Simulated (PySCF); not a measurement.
# Correlation energy of P⁺ (phosphorus, charge +1)

[Ne] 3s1 3p2 4s1, high-spin 5P determinant (an excited configuration). Calculation: PySCF 2.14, in aug-cc-pCVQZ-DK (10s9p7d5f3g, 134 functions); the spin-free X2C one-electron Hamiltonian (Gaussian nucleus). Frozen: 1s2; 12 electrons correlated.

MP2 pair energies summed by pair of shells (mhartree):

```json
{"pair": "2p-2p", "energy": "-202.42", "share (%)": "60.7"}
{"pair": "2s-2p", "energy": "-67.77", "share (%)": "20.3"}
{"pair": "2p-3p", "energy": "-17.57", "share (%)": "5.3"}
{"pair": "2s-2s", "energy": "-10.66", "share (%)": "3.2"}
{"pair": "2p-3s", "energy": "-9.94", "share (%)": "3.0"}
{"pair": "3p-3p", "energy": "-7.06", "share (%)": "2.1"}
{"pair": "3p-4s", "energy": "-6.16", "share (%)": "1.8"}
{"pair": "3s-3p", "energy": "-4.15", "share (%)": "1.2"}
{"pair": "2s-3p", "energy": "-2.91", "share (%)": "0.9"}
{"pair": "3s-4s", "energy": "-1.71", "share (%)": "0.5"}
{"pair": "2s-3s", "energy": "-1.58", "share (%)": "0.5"}
{"pair": "2p-4s", "energy": "-1.52", "share (%)": "0.5"}
{"pair": "2s-4s", "energy": "-0.21", "share (%)": "0.1"}
```

Total MP2 correlation energy: -333.67 mhartree.

Same-spin part -100.68 and opposite-spin part -232.99 mhartree; SCS-MP2 scales them by 1/3 and 6/5 to -313.15 mhartree.
